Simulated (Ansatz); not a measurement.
Basis-set extrapolation for CH5FNSi (`C[Si](N)F`) radical (PBE0-D4/def2-TZVP geometry, frozen core, Ansatz). Multiplicity 2, UHF reference.

```
                      def2-TZVPP   def2-QZVPP
                 HF  -483.770992  -483.790457
    MP2 correlation    -0.741137    -0.800959
CCSD(T) correlation    -0.796954      not run
```

Energies in hartree. Use E(X) = E(∞) + A·exp(−7.88·√X) for Hartree–Fock and E(X) = E(∞) + B·X^(−2.97) for correlation, with X = 3 and 4, and add CCSD(T) minus MP2 of the smaller set to the MP2 limit.

**Question.** What is the CCSD(T) energy at the basis-set limit?

**Answer.** HF limit: -483.790457 + (-0.019465) × 0.13774 = -483.79314. MP2 limit: -0.800959 + (-0.059822) × 0.74074 = -0.84527. Higher-order term: -0.796954 − (-0.741137) = -0.05582. Total: -484.69423 hartree, 79.2 kcal/mol below CCSD(T)/def2-TZVPP.
